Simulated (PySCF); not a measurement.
[PbH3]+ at several levels of theory

Computed with PySCF 2.14.0 (density fitting, no spin-orbit coupling) at the geometry relaxed with PBE0:

```xyz
4
[PbH3]+ (singlet)
Pb    0.0000    0.0000    0.0000
H     1.7409    0.0000    0.0000
H    -0.8705    1.5077    0.0000
H    -0.8705   -1.5077    0.0000
```

```
level                                 basis    state  HOMO (eV)  gap (eV)  charge on Pb1 (e)  dipole about the centre of mass (D)  largest force component (eV/Å)
 PBE0    Pb def2-SVP with ECP60, H def2-SVP  singlet     -15.69      6.58               0.74                                 0.00                            0.00
 PBE0  Pb def2-TZVP with ECP60, H def2-TZVP  singlet     -15.68      6.57               0.63                                 0.00                            0.11
 PBE0           Pb x2c-SVPall, H x2c-SVPall  singlet     -15.72      6.57               0.77                                 0.00                            0.12
```

Charges are Mulliken's, which hang on the basis. The relaxation used the grid (50, 194), these runs (75, 302) or, all-electron (x2c bases, spin-free X2C Hamiltonian), (99, 590).

Order these levels, in the first row's basis, by the HOMO–LUMO gap they give here, smallest first.
A. B3LYP
B. revPBE
C. BLYP
D. TPSS

C (4.43 eV), B (4.63 eV), D (4.90 eV), A (6.05 eV).

And their other results?


```tsv
level	state	HOMO (eV)	gap (eV)	charge on Pb1 (e)	dipole about the centre of mass (D)	largest force component (eV/Å)
revPBE	singlet	-14.50	4.63	0.75	0.00	0.32
TPSS	singlet	-14.72	4.90	0.78	0.00	0.17
BLYP	singlet	-14.42	4.43	0.78	0.00	0.41
B3LYP	singlet	-15.50	6.05	0.77	0.00	0.15
```

In the first row's basis the gap widens with exact exchange: 4.4 to 4.9 eV for BLYP, revPBE, TPSS (none); 6.0 to 6.6 eV for B3LYP, PBE0 (a fixed share).

No frequency check is given that shows the relaxed geometry to be a minimum.
